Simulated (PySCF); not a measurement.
H4O2SeSi.

```xyz
8

Se    -0.1688     0.7442     0.5849
O     -1.8860     0.1615     0.4876
H     -2.1397     0.2231    -0.4569
O      0.7706    -0.8004     0.2458
Si     0.9775    -1.1775    -1.4044
H     -0.3549    -1.2211    -2.1081
H      1.6132    -2.5362    -1.4334
H      1.8591    -0.1723    -2.0933
```

Coordinates come from a PBE-D3(BJ)/def2-SVP optimisation. The structure was generated by enumeration, and PubChem lists no compound with its InChIKey, so it may never have been made. Other conformers were not sampled.

All values below come from PBE/pcSseg-1 in PySCF. Non-relativistic, no solvent.

Problem. Give the absolute GIAO shielding of each atom: isotropic value and principal components (ppm). (An estimate is asked for; the answer gives what the named calculation found.)

Solution. 
```json
[
 {"atom": "Se1", "σ(iso)": "-824.2", "σ11": "-1693.4", "σ22": "-818.5", "σ33": "39.2", "span": "1732.6"},
 {"atom": "O2", "σ(iso)": "195.6", "σ11": "-49.5", "σ22": "167.1", "σ33": "469.3", "span": "518.8"},
 {"atom": "H3", "σ(iso)": "24.4", "σ11": "17.0", "σ22": "23.2", "σ33": "32.9", "span": "15.9"},
 {"atom": "O4", "σ(iso)": "227.1", "σ11": "-44.2", "σ22": "178.6", "σ33": "546.7", "span": "591.0"},
 {"atom": "Si5", "σ(iso)": "358.6", "σ11": "298.4", "σ22": "330.4", "σ33": "447.0", "span": "148.6"},
 {"atom": "H6", "σ(iso)": "26.1", "σ11": "22.7", "σ22": "25.5", "σ33": "30.1", "span": "7.4"},
 {"atom": "H7", "σ(iso)": "25.5", "σ11": "22.3", "σ22": "23.9", "σ33": "30.5", "span": "8.2"},
 {"atom": "H8", "σ(iso)": "26.0", "σ11": "22.9", "σ22": "24.5", "σ33": "30.6", "span": "7.7"}
]
```
